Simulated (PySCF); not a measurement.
BeFHS, SMILES [F][Be][SH]. The structure is a stationary point at r2SCAN-D4/def2-TZVP. Other conformers were not sampled.

The numbers are results of r2SCAN-D4/def2-TZVP (PySCF), not measurements.

Harmonic wavenumbers (cm⁻¹): 245, 291, 479, 649, 1360, 2677. Rotational constants (GHz): 285.6, 3.766, 3.717; symmetry number 1.

**Question.** Work out the zero-point energy and the ideal-gas rigid-rotor harmonic-oscillator thermochemistry at 298.15 K and 1 atm.

**Answer.** ZPE = ½ Σ hcν = ½ × 5702 cm⁻¹ = 8.15 kcal/mol. H − E(el) = 11.34 kcal/mol. Entropy in cal/(mol K): translation 38.25, rotation 21.91, vibration 4.34, total 64.50. G − E(el) = -7.89 kcal/mol. Cp = 13.76 cal/(mol K).
